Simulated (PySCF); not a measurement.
PySCF job for BiF₂Cl, SMILES [F][Bi]([F])[Cl], TDA-CAM-B3LYP/def2-SVPD. Geometry: PBE0-D3(BJ)/def2-SVP. The def2 effective core potentials stand for the cores of Bi; spin–orbit coupling is left out.

```python
import numpy as np
from pyscf import gto, scf, dft, tdscf

mol = gto.M(
    atom='''
    Bi   -0.26364619   -0.26247700   -0.00000000
    F    -0.79952359    0.98920132    1.49336276
    F    -0.79952358    0.98920132   -1.49336276
    Cl    2.13376813    0.23411574    0.00000000
    ''',
    basis='def2-SVPD',
    ecp={'Bi': 'def2-svp'},
    charge=0,
    spin=0,
    symmetry=True,
    max_memory=1600,
    verbose=4,
)
mf = dft.RKS(mol, xc='cam-b3lyp').density_fit(auxbasis='def2-universal-jkfit')
mf.grids.level = 3
mf.conv_tol = 1e-9
mf.max_cycle = 100
mf.kernel()
mf.grids = dft.Grids(mol).set(level=1).build(with_non0tab=True)  # coarser grid for the response kernel
td = tdscf.TDA(mf)
td.singlet = True
td.nstates = 10
td.conv_tol = 1e-4
td.kernel(x0=td.get_init_guess(mf, 15))
td.analyze()
tt = tdscf.TDA(mf)
tt.singlet = False
tt.nstates = 4
tt.conv_tol = 1e-4
tt.kernel(x0=tt.get_init_guess(mf, 9))
tt.analyze(verbose=3)
```

Output:

```
PySCF version 2.14.0

[INPUT] verbose = 4
[INPUT] num. atoms = 4
[INPUT] num. electrons = 58
[INPUT] charge = 0
[INPUT] spin (= nelec alpha-beta = 2S) = 0
[INPUT] symmetry True subgroup None
[INPUT] Mole.unit = angstrom
[INPUT] Symbol           X                Y                Z      unit          X                Y                Z       unit  Magmom
[INPUT]  1 Bi    -0.263646190000  -0.262477000000   0.000000000000 AA   -0.498219092885  -0.496009643997   0.000000000000 Bohr   0.0
[INPUT]  2 F     -0.799523590000   0.989201320000   1.493362760000 AA   -1.510880615229   1.869319576858   2.822046621025 Bohr   0.0
[INPUT]  3 F     -0.799523580000   0.989201320000  -1.493362760000 AA   -1.510880596332   1.869319576858  -2.822046621025 Bohr   0.0
[INPUT]  4 Cl     2.133768130000   0.234115740000   0.000000000000 AA    4.032237379025   0.442414630050   0.000000000000 Bohr   0.0

nuclear repulsion = 255.21904609413
point group symmetry = Cs
symmetry origin: [-1.44131655e-09  5.44497361e-09  0.00000000e+00]
symmetry axis x: [ 1.00000000e+00 -1.37859979e-09 -2.46458399e-09]
symmetry axis y: [-1.37859979e-09 -1.00000000e+00  6.03046854e-16]
symmetry axis z: [-2.46458399e-09 -7.91195054e-16 -1.00000000e+00]
num. orbitals of irrep A' = 64
num. orbitals of irrep A" = 41
number of shells = 41
number of NR pGTOs = 178
number of NR cGTOs = 105
basis = def2-SVPD
ecp = {'Bi': 'def2-svp'}


[settings echo left out]
init E= -847.07798238985
HOMO (A') = -0.753004631856598  LUMO (A") = -0.649064010201606  gap/eV = 2.82837
cycle= 1 E= -873.057601184626  delta_E=  -26  |g|=  2.2  |ddm|= 13.6
HOMO (A') = -0.150444143827862  LUMO (A') = -0.0636673682831983  gap/eV = 2.36132
cycle= 2 E= -873.337941977092  delta_E= -0.28  |g|= 1.99  |ddm|= 7.35
HOMO (A') = -0.369839299465102  LUMO (A') = -0.0433211814654391  gap/eV = 8.88501
cycle= 3 E= -874.254530868391  delta_E= -0.917  |g|= 0.328  |ddm|= 2.61
HOMO (A') = -0.387364844173887  LUMO (A') = -0.0596854240588158  gap/eV = 8.91661
cycle= 4 E= -874.254180425162  delta_E= 0.00035  |g|= 0.353  |ddm|= 0.525
HOMO (A') = -0.398067477618494  LUMO (A') = -0.0528485513889117  gap/eV = 9.39389
cycle= 5 E= -874.275306707989  delta_E= -0.0211  |g|= 0.0226  |ddm|= 0.239
HOMO (A') = -0.393804875997952  LUMO (A') = -0.0503484650847571  gap/eV = 9.34592
cycle= 6 E= -874.275449556722  delta_E= -0.000143  |g|= 0.00772  |ddm|= 0.0421
HOMO (A') = -0.395698364571585  LUMO (A') = -0.050624453448572  gap/eV = 9.38994
cycle= 7 E= -874.275474327803  delta_E= -2.48e-05  |g|= 0.00144  |ddm|= 0.0153
HOMO (A') = -0.39541126054051  LUMO (A') = -0.0504820124647819  gap/eV = 9.38600
cycle= 8 E= -874.275475927514  delta_E= -1.6e-06  |g|= 0.000424  |ddm|= 0.00451
HOMO (A') = -0.39542851043535  LUMO (A') = -0.0505088929091233  gap/eV = 9.38574
cycle= 9 E= -874.275476059829  delta_E= -1.32e-07  |g|= 0.000105  |ddm|= 0.00126
HOMO (A') = -0.395425714953852  LUMO (A') = -0.050503555963237  gap/eV = 9.38581
cycle= 10 E= -874.275476068042  delta_E= -8.21e-09  |g|= 3.27e-05  |ddm|= 0.000337
HOMO (A') = -0.395429772550917  LUMO (A') = -0.050501251021138  gap/eV = 9.38598
cycle= 11 E= -874.27547606851  delta_E= -4.68e-10  |g|= 5.24e-06  |ddm|= 7.28e-05
HOMO (A') = -0.395430827684964  LUMO (A') = -0.0505015090008583  gap/eV = 9.38600
Extra cycle  E= -874.275476068521  delta_E= -1.09e-11  |g|= 2.53e-06  |ddm|= 1.48e-05
converged SCF energy = -874.275476068521
tot grids = 25672


******** <class 'pyscf.tdscf.rks.TDA'> for <class 'pyscf.df.df_jk.DFSymAdaptedRKS'> ********
nstates = 10 singlet
deg_eia_thresh = 1.000e-03
wfnsym = None
conv_tol = 0.0001
eigh lindep = 1e-12
eigh level_shift = 0
eigh max_cycle = 100


Excitation energies (eV)
[5.95640065 6.00083298 6.24103183 6.38357493 6.51557898 6.53836707
 6.68105886 6.85187449 7.50490848 7.65503795]

** Singlet excitation energies and oscillator strengths **
Excited State   1:   A'      5.95640 eV    208.15 nm  f=0.0177
      27 -> 30        0.25650
      29 -> 30       -0.63898
Excited State   2:   A"      6.00083 eV    206.61 nm  f=0.0010
      28 -> 30        0.67914
      29 -> 31        0.12414
Excited State   3:   A"      6.24103 eV    198.66 nm  f=0.0201
      28 -> 30       -0.12221
      29 -> 31        0.68193
Excited State   4:   A'      6.38357 eV    194.22 nm  f=0.0105
      27 -> 30        0.27837
      28 -> 31       -0.62787
Excited State   5:   A'      6.51558 eV    190.29 nm  f=0.0424
      27 -> 30        0.28270
      29 -> 32       -0.62958
Excited State   6:   A"      6.53837 eV    189.63 nm  f=0.0239
      27 -> 31        0.68943
Excited State   7:   A"      6.68106 eV    185.58 nm  f=0.0000
      28 -> 32       -0.69234
Excited State   8:   A'      6.85187 eV    180.95 nm  f=0.0474
      27 -> 30        0.25318
      27 -> 32        0.63379
Excited State   9:   A'      7.50491 eV    165.20 nm  f=0.2935
      22 -> 30       -0.13017
      26 -> 30       -0.43655
      27 -> 30        0.32515
      27 -> 32       -0.19170
      28 -> 31        0.19910
      29 -> 30        0.18455
      29 -> 32        0.18918
Excited State  10:   A'      7.65504 eV    161.96 nm  f=0.0098
      22 -> 32       -0.10976
      25 -> 31       -0.64924
      26 -> 32        0.18445

** Transition electric dipole moments (AU) **
state          X           Y           Z        Dip. S.      Osc.
  1         0.2364      0.2558      0.0000      0.1213      0.0177
  2         0.0000     -0.0000     -0.0836      0.0070      0.0010
  3        -0.0000      0.0000      0.3630      0.1317      0.0201
  4        -0.2517     -0.0609     -0.0000      0.0670      0.0105
  5        -0.2783     -0.4335     -0.0000      0.2653      0.0424
  6        -0.0000     -0.0000      0.3863      0.1492      0.0239
  7        -0.0000     -0.0000     -0.0011      0.0000      0.0000
  8        -0.4000      0.3500      0.0000      0.2825      0.0474
  9        -1.2101     -0.3632     -0.0000      1.5962      0.2935
 10         0.2065     -0.0983     -0.0000      0.0523      0.0098

WARN: ECP detected. Skipping calculation of transition velocity and magnetic dipole moments, which have not yet been implemented.



******** <class 'pyscf.tdscf.rks.TDA'> for <class 'pyscf.df.df_jk.DFSymAdaptedRKS'> ********
nstates = 4 triplet
deg_eia_thresh = 1.000e-03
wfnsym = None
conv_tol = 0.0001
eigh lindep = 1e-12
eigh level_shift = 0
eigh max_cycle = 100


Excitation energies (eV)
[5.26703339 5.51074938 5.57359904 5.63822651]

** Triplet excitation energies and oscillator strengths **
Excited State   1:   A'      5.26703 eV    235.40 nm  f=0.0000
Excited State   2:   A"      5.51075 eV    224.99 nm  f=0.0000
Excited State   3:   A"      5.57360 eV    222.45 nm  f=0.0000
Excited State   4:   A'      5.63823 eV    219.90 nm  f=0.0000
```

The calculation finished and met its thresholds.

Cost: very roughly 50 core-seconds.
